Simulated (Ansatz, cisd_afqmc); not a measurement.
Species: H2SiO, charge 0, singlet. H2SiO (oxosilane, SMILES O=[SiH2]).
B3LYP-D3(BJ)/def2-TZVP minimum from Ansatz (a quantum-chemistry and plane-wave program):
```
Si
O 1 1.5195
H 1 1.4808 2 124.04
H 1 1.4808 3 111.91 2 180.00
```

Atomisation energy term by term, kcal/mol (programs: Ansatz, cisd_afqmc). Radicals and triplets start from unrestricted determinants; spin-orbit coupling is neglected. Cores are frozen in correlated methods. Rows without X2C or -DK are non-relativistic. AFQMC is phaseless with a CISD trial state; ± is one standard error, without the phaseless bias. Outlying blocks are dropped, and bars are widened where a walk drifts. Over all cases where full CI ran beside it in this data, AFQMC minus full CI had a median of +0.1 mEh and passed +0.4 mEh in a tenth of the cases. CBS(X,Y): correlation extrapolated as X^-3, Hartree-Fock from the larger set (Q,5: extrapolated as (X+1)exp(-9√X)). A bracket is a step between two methods taken in the basis named. 'core' is core correlation in cc-pwCVTZ (1s frozen past Ne), 'X2C' scalar relativity in cc-pVTZ-DK, both at CCSD(T). Where a partner has so few electrons that a lower coupled-cluster level is exact, that level stands in. The T1 diagnostic of H2OSi (O=[SiH2], singlet) reaches 0.025 in the sets run.

| term | basis | kcal/mol |
|---|---|---|
| Hartree-Fock | CBS(cc-pV(Q+d)Z,cc-pV(5+d)Z) | 202.18 |
| CCSD correlation | CBS(cc-pV(Q+d)Z,cc-pV(5+d)Z) | 95.68 |
| (T) | CBS(cc-pV(Q+d)Z,cc-pV(5+d)Z) | 7.34 |
| CCSDT(Q) - CCSD(T) | cc-pV(Q+d)Z | 0.26 |
| CCSDTQ - CCSDT(Q) | cc-pV(D+d)Z | -0.18 |
| core correlation | cc-pwCVTZ | 0.17 |
| scalar relativity | X2C, cc-pVTZ-DK | -0.77 |
| sum: De |  | 304.7 |

The step beyond CCSD(T) by other levels: CCSDTQ in cc-pV(D+d)Z 0.72; AFQMC/CISD in cc-pV(D+d)Z 0.66 ± 0.27; CCSDT(Q) in cc-pV(D+d)Z 0.90; CCSDT(Q) in cc-pV(T+d)Z 0.32 kcal/mol.
